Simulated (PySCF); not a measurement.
PySCF input (M06-2X/6-31G* with LANL2DZ past Ar (5d)):

```python
from pyscf import gto, dft

mol = gto.M(
    atom='''
    Se   -0.00000000   -0.00000000   -0.71565625
    Cl    0.00000000    0.00000000    1.43131250
    ''',
    basis={'default': '6-31g*', 'Se': 'lanl2dz'},
    ecp={'Se': 'lanl2dz'},
    charge=0,
    spin=1,
    symmetry='C2v',
    verbose=4,
)

mf = dft.UKS(mol, xc='m062x')
mf.grids.level = 4
mf.conv_tol = 1e-9
mf.max_cycle = 100
mf.max_memory = 1500
mf.kernel()
if not mf.converged:
    mf = mf.newton()
    mf.kernel(mf.make_rdm1())
mf.dip_moment()
```

What final total energy does it give?

-469.30050 Eh.
